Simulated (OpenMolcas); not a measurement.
**Kr V: effect of the IPEA shift**

* Program: OpenMolcas
* Basis: ANO-RCC-VQZP [7s6p4d2f1g]
* Scalar Hamiltonian: DKH2, point nucleus
* Active space: 4 electrons in 9 orbitals (RAS2 4s 4p; RAS3 4d, at most 2 electrons)
* State averaging: 2S+1 = 3 even, 6 roots; 2S+1 = 1 even, 12 roots; 2S+1 = 5 odd, 1 root; 2S+1 = 3 odd, 9 roots; 2S+1 = 1 odd, 8 roots
* Spin-orbit coupling: state interaction with AMFI integrals over the reference wave functions, term energies averaged over their components

Methods on the same reference wave functions:
A. RASSCF
B. MS-RASPT2, IPEA 0.25 Eh, imaginary shift 0.1 Eh (closed shells correlated: 3d)
C. MS-RASPT2, IPEA 0.5 Eh, imaginary shift 0.1 Eh (closed shells correlated: 3d)

Energies in cm⁻¹ above 4s² 4p² ³P₀, the measured ground level; measured values from Saloman, J. Phys. Chem. Ref. Data 36, 215 (2007).

| Level | A | B | C | Measured |
| --- | --- | --- | --- | --- |
| 4s² 4p² ³P₀ | 0.0 | 0.0 | 0.0 | 0.0 |
| 4s² 4p² ³P₁ | 3164 | 3240 | 3240 | 3743 |
| 4s² 4p² ³P₂ | 6843 | 6800 | 6800 | 7595 |
| 4s² 4p² ¹D₂ | 21065 | 19130 | 19150 | 19723 |
| 4s² 4p² ¹S₀ | 41401 | 38910 | 39010 | 39204 |
| 4s 4p³ ⁵S°₂ | 89817 | 93800 | 93800 |  |
| 4s 4p³ ³D°₁ | 126969 | 127650 | 127760 | 129658 |
| 4s 4p³ ³D°₂ | 127001 | 127700 | 127810 | 129779 |
| 4s 4p³ ³D°₃ | 127887 | 128610 | 128720 | 131016 |
| 4s 4p³ ³P°₀ | 146407 | 146370 | 146510 | 147925 |
| 4s 4p³ ³P°₁ | 146624 | 146590 | 146730 | 148287 |
| 4s 4p³ ³P°₂ | 146847 | 146830 | 146970 | 148668 |
| 4s 4p³ ¹D°₂ | 163630 | 162470 | 162620 | 163387 |

Deviations, from unrounded energies. A percentage is the sum of absolute deviations over the sum of measured energies, with the sign that they share, or ± where signs differ.

```
                        Against measurement  Levels      A      B      C
             mean absolute deviation (cm-1)      11   1700   1300   1200
      fine structure of the ground term (%)       2  -11.7  -11.5  -11.5
other terms of the ground configuration (%)       2   +6.0   -1.5   -1.3
                   other configurations (%)       7   ±1.4   -1.3   -1.2
```

C lies closest to measurement on these levels and A furthest from it. The largest miss of C in the table is 4s 4p³ ³D°₃, by -2300 cm-1. The ranking rests on the paired levels alone, and a cruder setting can come out closer through cancelling errors.

Between B and C the level of the table that moves most is 4s 4p³ ¹D°₂, by 160 cm-1 (lowest in B, highest in C). Moves below CASPT2's spread within the term are not significant.

From A to B the spin-free energies of the other terms of 4s² 4p² shown, above ³P, scale by factors of 0.86 to 0.92.

The lowest spin-free term lies below A's lowest term by 0.115 hartree in B, 0.114 hartree in C.

Term energies are means over components that CASPT2 splits; among the terms shown or strongly mixed into the levels shown the widest spread is 64 cm-1 (4s 4p³ ³D°, C). Configurations are named by rounded mean occupations; where the s occupation lies near a half they are strongly mixed, a name can repeat and a true partner stay unpaired. Some terms take much of their weight from 4d, a shell meant for correlation, so their names are nominal. Some terms mix strongly with configurations of 4d, whose occupation reaches 0.46 (4s 4p³ ¹D°). Computed and measured levels are paired by configuration, term and J; levels that our copy of the source lacks, or whose pairing is in doubt (as where it misses far off the trend of its configuration), stay unpaired and out of the deviations. Only configurations of the active space appear. The table leaves out levels that lie high or whose names do not pair safely across all columns.

° marks odd parity.
